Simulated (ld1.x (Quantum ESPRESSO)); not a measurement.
Varying the TM potential for antimony

Base potential:

* Element: Sb (Z = 51)
* Generator: ld1.x (Quantum ESPRESSO) 7.5
* Type: norm-conserving Troullier–Martins (Kleinman–Bylander form)
* Functional: LDA (PZ)
* Relativity: scalar-relativistic
* Frozen core: [Kr]
* Valence charge: 15
* Reference configuration: 4d10 5s1.75 5p3.25
* Partial waves: 5p (bound): rc 1.65 bohr; 4d (bound): rc 1.00 bohr; 5s (bound): rc 1.55 bohr
* Local potential: the s channel
* Core correction: a·sin(br)/r model core, default radius (core density twice the valence density)

All-electron outer shells of the reference configuration (LDA (PZ), scalar-relativistic, ld1.x):

```tsv
shell	level (eV)	outermost node (bohr)	outermost maximum (bohr)
4s	-148.86	0.39	0.73
4p	-101.97	0.39	0.76
4d	-33.91	0.38	0.84
5s	-13.30	0.95	1.88
5p	-5.15	1.04	2.32
```

Cutoffs, loose and tight: the cutoffs (Ry, on a coarse ladder) from which the occupation-weighted sum of valence levels, in a spherical-Bessel basis at the reference potential, stays within 10 and 1 mRy of its value at 400 Ry. They do not see the model core or the augmentation charge, which bear on the density cutoff. Test errors are all-electron minus pseudo excitation energies from the reference, over the configurations 4d10 5s2 5p3; 4d10 5s2 5p2; 4d10 5s2 5p1; 4d9 5s2 5p3; 4d9 5s2 5p4; 4d10 5s1 5p3; 4d10 5s0 5p5 (two spin-polarised tests are not counted in the largest error). A dash means not determined; rows that change the core or the reference have their own tests. The largest error is taken over the tests solved by every variant that gives reliable tests at all: 4d10 5s0 5p5; 4d10 5s1 5p3; 4d10 5s2 5p1; 4d10 5s2 5p2; 4d10 5s2 5p3; 4d9 5s2 5p3; 4d9 5s2 5p4.

A true bound ghost makes a file unfit for plane-wave use even where its test errors are small: the radial tests pick states by their node count and pass the ghost by.

The default core radius of the base comes out at 0.61 bohr.

| change | outcome | cutoff, loose | cutoff, tight | bound ghosts | largest test error (meV) |
| --- | --- | --- | --- | --- | --- |
| base | generated | 120 Ry | 180 Ry | p | -270 |
| core correction a·sin(br)/r model core inside 0.40 bohr | generated | 120 Ry | 180 Ry | p | -271 |
| core correction a·sin(br)/r model core inside 0.50 bohr | generated | 120 Ry | 180 Ry | p | -271 |
| core correction a·sin(br)/r model core inside 0.64 bohr | generated | 120 Ry | 180 Ry | p | -270 |
| core correction a·sin(br)/r model core inside 0.76 bohr | generated | 120 Ry | 180 Ry | p | -270 |
| core correction a·sin(br)/r model core inside 0.84 bohr | generated | 120 Ry | 180 Ry | p | -269 |
| core correction a·sin(br)/r model core inside 0.96 bohr | generated | 120 Ry | 180 Ry | p | -267 |
| core correction a·sin(br)/r model core inside 1.12 bohr | generated | 120 Ry | 180 Ry | p | -260 |
| core correction a·sin(br)/r model core inside 1.22 bohr | generated | 120 Ry | 180 Ry | p | -253 |

Problem. What comes out with this change to the base: core correction none?

Solution. outcome: generated; cutoff, loose: 120 Ry; cutoff, tight: 180 Ry; bound ghosts: p; largest test error (meV): -218.
